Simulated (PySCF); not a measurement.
Molecule: SMILES Nc1ccc2c(c1)C2, C7H7N.

Cartesian coordinates in Å; atom numbers follow the order of the lines, from 1:
```xyz
15

N    -2.468   -0.577   -0.345
C    -1.150   -0.203   -0.147
C    -0.783    1.136   -0.270
C     0.545    1.585   -0.158
C     1.431    0.586    0.079
C     1.075   -0.741    0.202
C    -0.187   -1.217    0.107
C     2.516   -0.398    0.342
H    -2.739   -1.462    0.053
H    -3.157    0.151   -0.237
H    -1.562    1.860   -0.463
H     0.789    2.632   -0.256
H    -0.485   -2.252    0.205
H     2.971   -0.435    1.327
H     3.197   -0.658   -0.461
```

Frames of a GFN2-xTB Langevin trajectory at 600 K; GIAO PBE0/pcSseg-1 shieldings in PySCF, gas phase, non-relativistic; equivalent atoms averaged within each frame.

Chemical shifts δ = σref − σ; 15N (267.73 ppm) against NH3; 13C (186.93 ppm) and 1H (31.72 ppm) against TMS, all at this level. The references are static minima.

Question: How do the shifts (ppm) fluctuate along the trajectory?

Answer: 
| time (fs) | N1 | C2 | C6 | C3 | C4 | C5 | C7 | C8 | H12 | H13 |
| --- | --- | --- | --- | --- | --- | --- | --- | --- | --- | --- |
| 250 | 97.6 | 173.2 | 136.0 | 126.0 | 125.1 | 116.8 | 111.8 | 24.8 | 7.14 | 6.67 |
| 425 | 97.2 | 165.3 | 144.6 | 130.4 | 126.7 | 114.5 | 101.8 | 27.8 | 7.29 | 8.16 |
| 625 | 78.3 | 149.2 | 156.0 | 112.3 | 115.0 | 117.3 | 125.7 | 31.0 | 8.16 | 6.84 |
| 800 | 68.9 | 159.2 | 132.6 | 121.0 | 119.1 | 118.2 | 105.5 | 24.8 | 6.98 | 5.98 |
| 1000 | 74.6 | 164.5 | 128.3 | 121.2 | 122.6 | 131.9 | 119.8 | 21.0 | 6.74 | 7.89 |
| mean of frames | 83.3 | 162.3 | 139.5 | 122.2 | 121.7 | 119.7 | 112.9 | 25.9 | 7.26 | 7.11 |
| standard deviation | 13.3 | 8.9 | 11.0 | 6.7 | 4.7 | 6.9 | 9.9 | 3.7 | 0.54 | 0.90 |

5 frames give an uncertainty of the mean of about the standard deviation over 2.2 at best, since frames this close in time may not be independent; classical motion lacks zero-point vibration, and the reference would need the same averaging.
